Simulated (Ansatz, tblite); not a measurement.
Forces on the cluster SiTe2⁺ at its B3LYP-D4/def2-TZVP geometry. The state is a doublet with charge 1.

In the def2 sets Te takes a core potential; there is no spin–orbit coupling. The xTB rows come from tblite. The structure comes from a short search, and lower isomers may exist.

GFN1-xTB (tblite), largest force 0.04 eV/Å:

```xyz
3
positions Å, forces eV/Å
Si   -0.357   -1.304    0.558    0.012    0.038   -0.016
Te    1.439    0.501    0.176    0.010   -0.022    0.014
Te   -1.081    0.803   -0.733   -0.022   -0.016    0.002
```

GFN2-xTB (tblite), largest force 0.60 eV/Å:

```
Si -0.145 -0.534 0.229
Te 0.149 0.257 -0.086
Te -0.004 0.277 -0.142
```

PBE-D4/def2-TZVP (Ansatz), largest force 0.03 eV/Å:

```
Si 0.007 0.023 -0.010
Te 0.015 -0.015 0.012
Te -0.023 -0.008 -0.003
```
